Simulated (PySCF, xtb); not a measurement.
ethenylcyclopropane (C5H8), SMILES C=CC1CC1. The values are those of a single conformer.

Harmonic wavenumbers (cm⁻¹) from xtb with GFN2-xTB at its own minimum, in rising order: 97, 274, 308, 447, 659, 794, 849, 865, 884, 955, 982, 1015, 1021, 1065, 1069, 1103, 1156, 1205, 1246, 1277, 1363, 1427, 1438, 1487, 1706, 3044, 3055, 3089, 3090, 3091, 3103, 3111, 3130.

Task: What does B3LYP-D3(BJ)/def2-SVP (PySCF) give at its own minimum? (Estimate from the structure and the level; the computed values follow.)

Result: 120, 274, 314, 449, 678, 766, 823, 825, 912, 926, 967, 1000, 1022, 1051, 1068, 1120, 1181, 1217, 1230, 1305, 1348, 1438, 1447, 1491, 1719, 3119, 3119, 3124, 3136, 3146, 3208, 3219, 3230. Paired by order, the mean absolute difference is 30 cm⁻¹ and the zero-point energies are 70.6 and 71.5 kcal/mol.
